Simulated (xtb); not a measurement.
H$_{5}$PSi, charge -1, doublet, geometry from GFN2-xTB (a state made from the parent by changing its charge; the spin is typed, not shown lowest); xtb 6.7.1 with GFN0-xTB.

xtb was given this input:
```
$ xtb mol.xyz --gfn 0 --chrg -1 --uhf 1 --json

# file mol.xyz
7

Si    -1.11909809    -0.11289752     0.02233081
P      1.15602004     0.15282726    -0.13415520
H     -2.29260709    -0.93582205    -0.46776480
H     -1.55723131     1.25493495    -0.30971743
H     -1.35069510    -0.26986853     1.48176156
H      1.36139732    -1.18560754     0.15803934
H      2.16620900     0.42451950     0.83737793
```

It wrote (shortened):

```
   ID    Z sym.   atoms
    1   14 Si     1
    2   15 P      2
    3    1 H      3-7

           -------------------------------------------------
          |                Calculation Setup                |
           -------------------------------------------------

           -------------------------------------------------
          |                 G F N 0 - x T B                 |
           -------------------------------------------------

          ...................................................
          :                      SETUP                      :
          :.................................................:
          :  # basis functions                  30          :
          :  # atomic orbitals                  28          :
          :  # shells                           16          :
          :  # electrons                        15          :
          :  electronic temp.          300.0000000     K    :
          :  accuracy                    1.0000000          :
          :  -> integral cutoff          0.2500000E+02      :
          :  -> integral neglect         0.1000000E-07      :
          ...................................................

         :::::::::::::::::::::::::::::::::::::::::::::::::::::
         ::                     SUMMARY                     ::
         :::::::::::::::::::::::::::::::::::::::::::::::::::::
         :: total energy              -8.392771897571 Eh    ::
         :: gradient norm              0.022645358319 Eh/a0 ::
         :: HOMO-LUMO gap              1.690118310620 eV    ::
         ::.................................................::
         :: H0 energy                 -7.348358225539 Eh    ::
         :: repulsion energy           0.054952344037 Eh    ::
         :: electrostat energy        -1.097481005573 Eh    ::
         :: -> Gsolv                   0.000000000000 Eh    ::
         ::    -> Gsasa                0.000000000000 Eh    ::
         ::    -> Gshift               0.000000000000 Eh    ::
         :: dispersion energy         -0.001885010496 Eh    ::
         :: short-range corr.          0.000000000000 Eh    ::
         :: add. restraining           0.000000000000 Eh    ::
         :: total charge              -1.000000000000 e     ::
         :::::::::::::::::::::::::::::::::::::::::::::::::::::

           -------------------------------------------------
          |                Property Printout                |
[...]
        17                         -0.0908240              -2.4714
        18                         -0.0628691              -1.7108
        19                         -0.0542307              -1.4757
       ...                                ...                  ...
        28                          1.3054828              35.5240
      -------------------------------------------------------------
                  HL-Gap            0.0621107 Eh            1.6901 eV
             Fermi-level            0.0000000 Eh            0.0000 eV

     #   Z          covCN         q      C6AA      α(0)
     1  14 Si       3.647     0.355   142.785    22.113
     2  15 P        2.873    -0.063   166.887    23.156
     3   1 H        0.900    -0.299    22.375     7.401
     4   1 H        0.915    -0.297    22.044     7.344
     5   1 H        0.911    -0.277    18.916     6.803
     6   1 H        0.977    -0.206    11.232     5.237
     7   1 H        0.975    -0.214    11.856     5.381

 Mol. C6AA /au·bohr⁶  :       2054.043581
 Mol. C8AA /au·bohr⁸  :      71911.764932
 Mol. α(0) /au        :         77.434953

Wiberg/Mayer (AO) data.
largest (>0.10) Wiberg bond orders for each atom

 ---------------------------------------------------------------------------
     #   Z sym  total        # sym  WBO       # sym  WBO       # sym  WBO
 ---------------------------------------------------------------------------
     1  14 Si   4.007 --     2 P    1.267     4 H    0.883     5 H    0.881
                             3 H    0.874
     2  15 P    3.199 --     1 Si   1.267     6 H    0.936     7 H    0.929
     3   1 H    0.900 --     1 Si   0.874
     4   1 H    0.912 --     1 Si   0.883
     5   1 H    0.911 --     1 Si   0.881
     6   1 H    0.979 --     2 P    0.936
     7   1 H    0.976 --     2 P    0.929
 ---------------------------------------------------------------------------

Topologies differ in total number of bonds
Writing topology from bond orders to xtbtopo.mol

 dipole moment from electron density (au)
     X       Y       Z
   0.4206  -0.3666  -0.1059  total (Debye):    1.443

           -------------------------------------------------
          | TOTAL ENERGY               -8.392771897571 Eh   |
          | GRADIENT NORM               0.022645358319 Eh/α |
          | HOMO-LUMO GAP               1.690118310620 eV   |
           -------------------------------------------------

normal termination of xtb
```
